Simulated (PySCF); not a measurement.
HIn, triplet, geometry from GFN2-xTB (such geometries of metal compounds can be far from the true shape) (the spin is typed, not shown lowest) (core potentials on In). Base run: M062X/def2-TZVP run with PySCF.

Input for PySCF:
```python
from pyscf import gto, scf, dft

mol = gto.M(
    atom='''
In   -0.000000   -0.000000   -0.039441
H     0.000000    0.000000    1.932616
''',
    basis='def2-tzvp',
    ecp={'In': 'def2-tzvp'},
    charge=0,
    spin=2,
    verbose=4,
)

mf = dft.UKS(mol)
mf.xc = 'm062x'
mf.kernel()
mf.analyze()
```

Variants of this job, named by their change:

| change | ΔE vs base (mEh) | grid points | electrons on the grid | outcome |
|---|---|---|---|---|
| base | 0.000 | 31688 | 22.00000 | converged |
| grids.atom_grid = (50, 194) | 1.101 | 12912 | 22.00001 | converged |
| grids.radi_method = mura_knowles | 0.001 | 28360 | 22.00000 | converged |
| grids.prune = dft.gen_grid.treutler_prune | 0.000 | 30296 | 22.00000 | converged |
| grids.level = 4 | 0.003 | 47840 | 22.00000 | converged |
| grids.level = 1 | -0.237 | 10560 | 22.00000 | converged |
| grids.atom_grid = (30, 110) | -10.489 | 4896 | 22.00004 | converged |
| grids.prune = dft.gen_grid.sg1_prune | - | - | - | input refused |
| grids.level = 7 | 0.003 | 141024 | 22.00000 | converged |
| small_rho_cutoff = 0 | 0.000 | 31688 | 22.00000 | converged |
| grids.radi_method = gauss_chebyshev | 0.009 | 30088 | 22.00000 | converged |

Open shells are given as the SCF converged; they aren't shown to be the lowest states, and a large step between rows can be another state.

- grids.prune = dft.gen_grid.sg1_prune: ended with `IndexError: index 49 is out of bounds for axis 0 with size 19`
